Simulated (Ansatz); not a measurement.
Computed with Ansatz on PBE0-D4/def2-TZVP structures; ΔE is electronic, products minus reactants. CCSD(T)/CBS adds triple-zeta CCSD(T) − MP2 to the extrapolated MP2 energy (def2 sets, frozen cores). This one scheme is used for every species, atoms too. DFT in def2-TZVPP. HSE06 is defined as in plane-wave codes. No spin–orbit coupling; open shells (•) take unrestricted orbitals. Spin–orbit coupling would lower the free atoms: a little for B, C. One conformer a species, not always the lowest.

Consider the atomization: `C#CBN=C` → B• + 3 C• + 4 H• + N•.

```
             level  ΔE (kJ/mol)  difference from CCSD(T)/CBS
        r2SCANh-D4       3911.4                          6.2
        r2SCAN0-D4       3860.5                        -44.7
          HSE06-D4       3976.1                         70.9
           ωB97X-V       3920.1                         14.9
           r2SCAN0       3856.2                        -49.0
             BHLYP       3785.9                       -119.3
           LC-ωPBE       3923.7                         18.5
     CCSD/def2-SVP       3688.7                       -216.5
CCSD(T)/def2-TZVPP       3802.5                       -102.7
SCS-MP2/def2-QZVPP       3948.1                         42.9
       CCSD(T)/CBS       3905.2                            0
```

Largest T1 diagnostic among the species: 0.016.

From r2SCAN to r2SCAN0 (25 % exact exchange), in def2-TZVPP and without D4, ΔE moves by −86.9 kJ/mol: exact exchange takes away binding that semilocal exchange gives to molecules. The D4 term adds +23.0 kJ/mol with B3LYP and +12.1 kJ/mol with PBE0; it sums over pairs of atoms, weighted by their polarisabilities, and B3LYP, whose exchange is more repulsive, gets the larger term.

B3LYP here is the variant with VWN-RPA as its local correlation; programs differ in this.

For atomizations the MP2-based limit and the directly extrapolated one differ by several kJ/mol either way, and by 10 to 25 for some Ge, Se and Sn compounds, so smaller differences from it don't rank the levels.
